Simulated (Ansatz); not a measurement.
One change: `[GeH3][S][SiH2]I` becomes `F[SiH2][S][GeH3]`.

Ansatz, PBE0-D4/def2-TZVP geometries, multiplicity 1. Each molecule was computed in one conformer, which needn't be the lowest.

Elements past krypton have def2 core potentials. Scalar relativity is left out up to krypton. Spin–orbit coupling is left out; it splits and shifts lone-pair levels of the heavy atoms by tenths of an eV.

| property | `[GeH3][S][SiH2]I` |
| --- | --- |
| HOMO–LUMO gap (B3LYP/def2-TZVPP) / eV | 6.21 |
| LUMO energy (B3LYP/def2-TZVPP) / eV | -1.17 |
| LUMO energy (ωB97M-V/def2-TZVPP) / eV | 0.81 |
| HOMO energy (PBE0/def2-TZVPP) / eV | -7.62 |
| HOMO–LUMO gap (PBE0/def2-TZVPP) / eV | 6.63 |
| HOMO energy (B3LYP/def2-TZVPP) / eV | -7.37 |

Problem. Give the same properties after the change, and the shifts. (Estimate.)

Solution. Computed: 
```csv
property,`F[SiH2][S][GeH3]`,shift
HOMO–LUMO gap (B3LYP/def2-TZVPP) / eV,6.88,0.67
LUMO energy (B3LYP/def2-TZVPP) / eV,-0.63,0.54
LUMO energy (ωB97M-V/def2-TZVPP) / eV,1.47,0.66
HOMO energy (PBE0/def2-TZVPP) / eV,-7.76,-0.14
HOMO–LUMO gap (PBE0/def2-TZVPP) / eV,7.38,0.75
HOMO energy (B3LYP/def2-TZVPP) / eV,-7.50,-0.13
```

With PBE0 the HOMO falls by 0.14 eV and the LUMO rises by 0.61 eV, so the gap widens by about 0.75 eV. PBE moves the HOMO by -0.15 eV and ωB97M-V by -0.13 eV.

Positive LUMOs are unbound, so they and the gaps depend on the basis.

B3LYP here is the variant with VWN-RPA as its local correlation; programs differ in this.
